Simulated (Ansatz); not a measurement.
Input for Ansatz (development build ahead of 0.2.0):

```yaml
crystal:
  periodic: [false, false, false]
  atoms:
    - { symbol: H, position_ang: [0.98999, -2.0e-05, 1.0e-05] }
    - { symbol: H, position_ang: [0.49498, 0.85737, 0.0] }
    - { symbol: H, position_ang: [-0.49501, 0.85738, -1.0e-05] }
    - { symbol: H, position_ang: [-0.99001, 1.0e-05, 1.0e-05] }
    - { symbol: H, position_ang: [-0.49499, -0.85735, 0.0] }
    - { symbol: H, position_ang: [0.49501, -0.85738, 1.0e-05] }
basis:
  gaussian: { orbitals: cc-pVDZ }
magnetization:
  spin_polarized: true
  initial_magnetization: 2
hamiltonian:
  xc: hf
output:
  forces: true
```

The input is written out in the form of the current development build from the run's settings.

The run gave:

* Converged: yes
* Total energy: -2.97319 hartree
* Spin squared of the determinant: 2.073
* Stability test: minimum

Forces (eV/Å):
```
atom      Fx      Fy     Fz
  H1   3.240  -6.549  0.000
  H2  -4.051   6.081  0.000
  H3  -0.297   0.513  0.000
  H4  -3.241   6.549  0.000
  H5   4.051  -6.081  0.000
  H6   0.296  -0.513  0.000
```

Caution: the determinant breaks the point group.
